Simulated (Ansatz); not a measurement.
Single points on Ga9Sb9H24, a nanocrystal cut from wurtzite GaSb (hydrogen-capped).

```yaml
crystal:
  periodic: [false, false, false]
  atoms:
    - {symbol: Ga, position_ang: [0.000268, -5.137692, -1.562022]}
    - {symbol: Sb, position_ang: [-0.001183, -4.849881, 1.149023]}
    - {symbol: Sb, position_ang: [0.001019, -2.515792, -2.107538]}
    - {symbol: Ga, position_ang: [-2.226991, -1.286614, -1.371012]}
    - {symbol: Ga, position_ang: [0.001124, -2.488938, 2.385092]}
    - {symbol: Sb, position_ang: [-2.046448, -1.181322, 1.310496]}
    - {symbol: Sb, position_ang: [-2.174816, 1.256861, -2.110237]}
    - {symbol: Ga, position_ang: [-4.446997, 2.566471, -1.566880]}
    - {symbol: Ga, position_ang: [-2.153830, 1.246860, 2.382790]}
    - {symbol: Sb, position_ang: [-4.197477, 2.426260, 1.144492]}
    - {symbol: Ga, position_ang: [2.230061, -1.288777, -1.370457]}
    - {symbol: Sb, position_ang: [2.049679, -1.182578, 1.310993]}
    - {symbol: Sb, position_ang: [2.179886, 1.254686, -2.110276]}
    - {symbol: Ga, position_ang: [0.003143, 2.572954, -1.372685]}
    - {symbol: Ga, position_ang: [2.158871, 1.245529, 2.383578]}
    - {symbol: Sb, position_ang: [0.003024, 2.366015, 1.309125]}
    - {symbol: Ga, position_ang: [4.450201, 2.567114, -1.566942]}
    - {symbol: Sb, position_ang: [4.203686, 2.422449, 1.144454]}
    - {symbol: H, position_ang: [-1.387876, -5.768480, -1.905934]}
    - {symbol: H, position_ang: [1.388995, -5.768359, -1.903736]}
    - {symbol: H, position_ang: [-1.272109, -5.731799, 1.858637]}
    - {symbol: H, position_ang: [1.265376, -5.736780, 1.860374]}
    - {symbol: H, position_ang: [0.002030, -2.371605, -3.806195]}
    - {symbol: H, position_ang: [-3.536254, -2.042233, -1.781064]}
    - {symbol: H, position_ang: [0.000620, -2.559743, 3.946783]}
    - {symbol: H, position_ang: [-3.429590, -1.978444, 1.904536]}
    - {symbol: H, position_ang: [-2.048393, 1.182495, -3.808704]}
    - {symbol: H, position_ang: [-5.686079, 1.676996, -1.908117]}
    - {symbol: H, position_ang: [-4.300670, 4.084077, -1.910764]}
    - {symbol: H, position_ang: [-2.215632, 1.282843, 3.944351]}
    - {symbol: H, position_ang: [-5.598485, 1.772605, 1.856140]}
    - {symbol: H, position_ang: [-4.326909, 3.968675, 1.852167]}
    - {symbol: H, position_ang: [3.538695, -2.045448, -1.780919]}
    - {symbol: H, position_ang: [3.432107, -1.980704, 1.905186]}
    - {symbol: H, position_ang: [2.053903, 1.180651, -3.808712]}
    - {symbol: H, position_ang: [0.003917, 4.084133, -1.784457]}
    - {symbol: H, position_ang: [2.220657, 1.282312, 3.945285]}
    - {symbol: H, position_ang: [0.002831, 3.962907, 1.901828]}
    - {symbol: H, position_ang: [5.691571, 1.681838, -1.910849]}
    - {symbol: H, position_ang: [4.299336, 4.085026, -1.908068]}
    - {symbol: H, position_ang: [5.604067, 1.763047, 1.852277]}
    - {symbol: H, position_ang: [4.339370, 3.963087, 1.854859]}
basis:
  gaussian: {orbitals: def2-SVP, fitting: {mean_field: def2-universal-jkfit}}
magnetization: {spin_polarized: true, initial_magnetization: 2}
hamiltonian: {xc: pbe0, dispersion: d4}
scf: {omitted_lower_state_checks: [starts]}
output: {orbitals: {seedname: orbitals}}
```

The file start.molden holds the orbitals of an earlier run on this structure, at another level or in another basis.

```sh
$ ansatz run in.yaml --threads 4 --pin off --events-out ev --progress --plain --max-ram 66560MiB --backend cuda --devices 0, --max-vram 37GiB
```

Output, abridged:

```
Functional definition: PBE0
4788 factors; integrals over basis functions are off by at most 3.4e-1 eV
mean field evaluation 1: about -530512.4696 eV, gradient 3.9e1 eV
mean field evaluation 2: about -530510.0811 eV, gradient 4.7e1 eV
mean field evaluation 4: about -530516.5814 eV, gradient 4.5e0 eV
mean field evaluation 8: about -530516.7394 eV, gradient 6.8e-1 eV
mean field evaluation 16: about -530516.7577 eV, gradient 6.1e-2 eV
mean field evaluation 32: about -530516.7595 eV, gradient 1.8e-3 eV
mean field -530516.75947103 eV, -19496.1313133855 hartree, gradient 5.1e-6 eV, S^2 2.004342; 0 other end points of the search recorded, 0 dependent functions left out
reference -530516.75955627 eV, -19496.1313165177 hartree; 256, 254 occupied and 386, 388 virtual orbitals, 4788 factors
Total energy: -530520.14607531 eV, -19496.2557687970 hartree
Checks for a lower state left out: starts
```

It took 25 s on 4 threads of AMD EPYC 7R13 on a shared host and a share (37 GiB) of an NVIDIA H100 80GB HBM3, peak host memory 1.4 GiB.

First input, but with `gaussian: {orbitals: def2-SVP, fitting: {mean_field: def2-universal-jkfit}, initial_orbitals: start.molden}`, `hamiltonian: {xc: pbe, dispersion: d4}` (abridged; 21 s):

```
Functional definition: PBE
mean field evaluation 16: about -530503.1115 eV, gradient 4.9e-5 eV
mean field -530503.11154981 eV, -19495.6297615314 hartree, gradient 2.8e-6 eV, S^2 2.001166
Total energy: -530506.79707973 eV, -19495.7652022579 hartree
Checks for a lower state left out: starts
```

Geometry: r2SCAN-D4/def2-SVP, that of the neutral singlet.

In the def2 sets Sb takes a core potential; there is no spin–orbit coupling. Single mean-field runs in def2-SVP are fitted with def2-universal-jkfit. At PBE-D4/def2-SVP the gap within one spin of the charge 0 triplet nearly closes, so an electron or hole may be smeared out by delocalisation error. At PBE0-D4/def2-SVP a singlet of charge 0 lies 3.96 eV below the triplet at the same geometry.
